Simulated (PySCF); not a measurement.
## Working out the ionisation energy of Rb+

Rb+ [Kr] (1S) → Rb(2+) [Ar] 3d10 4s2 4p5 (2P). Calculation: PySCF 2.14, in jorge-DZP-DKH; the spin-free X2C one-electron Hamiltonian (Gaussian nucleus). Frozen: [Ar] 3d10 4s2. Energies in hartree (1 hartree = 27.21139 eV):

```tsv
part	Rb+ (lower)	Rb(2+) (upper)
UHF	-2978.702081	-2977.702582
CCSD correlation	-0.074534	-0.049492
(T)	-0.000033	-0.000022
```

Task: What does Hartree-Fock give?

Result: (-2977.702582) − (-2978.702081) = 0.999499 hartree = 27.198 eV.

Task: What do CCSD and CCSD(T) give?

Result: The CCSD correlation energies differ by 0.025042 hartree = 0.681 eV and the triples by 0.000011 hartree = 0.000 eV, so CCSD gives 27.879 eV and CCSD(T) 27.879 eV.

Reference: 27.290 eV (measured; NIST Atomic Spectra Database, ionization energies), between the lowest levels; spin-orbit coupling is absent from the calculation.

A double-zeta basis recovers only part of the correlation energy.

What remains against the reference includes basis incompleteness, the frozen core and higher excitations.
